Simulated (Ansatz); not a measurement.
The cluster Hg₂O, relaxed as a singlet with RKS PBE-D4/def2-TZVP in Ansatz, starting from the GFN1-xTB geometry. Force threshold 0.02 eV/Å.

In the def2 sets Hg takes a core potential; there is no spin–orbit coupling. The restricted singlet is unstable towards broken spin symmetry in Hartree–Fock (as tested in another run); at PBE-D4/def2-TZVP this wasn't settled. Another isomer (singlet) lies 0.34 eV lower at PBE0-D4/def2-TZVP; other spin states weren't run for this one.

Start:

| atom | x (Å) | y (Å) | z (Å) |
| --- | --- | --- | --- |
| Hg1 | 0.367 | 0.354 | 0.639 |
| Hg2 | 1.019 | -0.565 | -1.761 |
| O3 | -1.387 | 0.212 | 1.122 |

**Question.** Estimate the energy that the relaxation releases and the steps that it takes.

**Answer.** 0.64 eV, in 6 steps; 3.8 s on 4 threads of Arm Neoverse V2 on a shared host. No frequencies were taken in this run, so the end may be a saddle point.

**Question.** Does the start keep its bonding and symmetry?

**Answer.** By distances, no bond broke or formed. The bond that changes most is Hg1–Hg2, from 2.65 to 2.74 Å (atoms count from 1). Point group Cs at the start, C∞v at the end, both within 0.05 Å.

**Question.** Predict the relaxed structure.

**Answer.** 
```
atom    x (Å)    y (Å)    z (Å)
 Hg1  -0.1651   0.0642   0.2227
 Hg2   1.4777  -0.5308  -1.8931
  O3  -1.3126   0.4666   1.6704
```
Bond lengths (bridged metal pairs left out): 1 × Hg–Hg 2.74 Å; 1 × Hg–O 1.89 Å.
